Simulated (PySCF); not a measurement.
An unknown shows these calculated signals:

1H NMR (500 MHz, computed): δ 5.43 (m, 1H), 5.36 (m, 2H), 5.22 (m, 2H), 3.96 (t, 3H), 0.61 (br s, 2H), 0.54 (br s, 1H), -0.15 (m, 2H).

13C{1H} NMR (computed): δ -9.2 (CH2).

Computed data (PySCF): coordinates at the PBE0-D3(BJ)/def2-SVP level, shieldings: GIAO PBE0/pcSseg-1. One averaged value for each set of equivalent atoms, relativity neglected, one conformer, gas phase.

δ = σ(ref) − σ, references computed at the same level: 1H (31.27 ppm), 13C (184.41 ppm) against TMS.

Q: Which of these does the molecule contain: an NH or NH2 group, a nitrile, a three-membered ring, a (CH3)2CH unit, a Si–H bond?

A: 
- An NH or NH2 group: yes (δH 0.61 (br s)).
- A nitrile: no.
- A three-membered ring: no.
- A (CH3)2CH unit: no.
- A Si–H bond: yes (δH 3.96 (t)).

The data belong to SMILES [SiH3]C[SiH]1N[SiH2]N[SiH2]N1, CH13N3Si4; they needn't prove each group on their own.

Carbon signals by region: 1 below 50 ppm.

The OH or NH signal is concentration- and solvent-dependent in practice; the value given is the gas-phase one. Shifts are as computed. Against solution values, carbons near 30 ppm lie about +2 ppm off and those near 130 ppm about +5 ppm. Of 1309 compounds with measured shifts, 239 miss one by over three times the rms of a fit or turn the order of signals round; such compounds aren't used in these exercises. Multiplicities follow the n + 1 count of equivalent neighbours, as no J values were calculated; m marks all less simple cases, F and P coupling included.
